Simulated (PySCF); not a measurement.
A structure optimised at PBE0-D3(BJ)/def2-TZVP, used in a PySCF frequency run:

```xyz
4

W      0.0367     0.1710     0.0000
O      0.7695    -0.5532    -1.3100
O      0.7695    -0.5532     1.3100
F     -1.6698    -0.4223     0.0000
```
Charge +1, spin multiplicity 1.

Problem. Write its SMILES, formula and point group.

Solution. [O]=[W+](=[O])[F], FO2W, Cs

Problem. What are its rotational constants (standard atomic weights)?

Solution. 6.8939, 5.5796, 3.9766 GHz
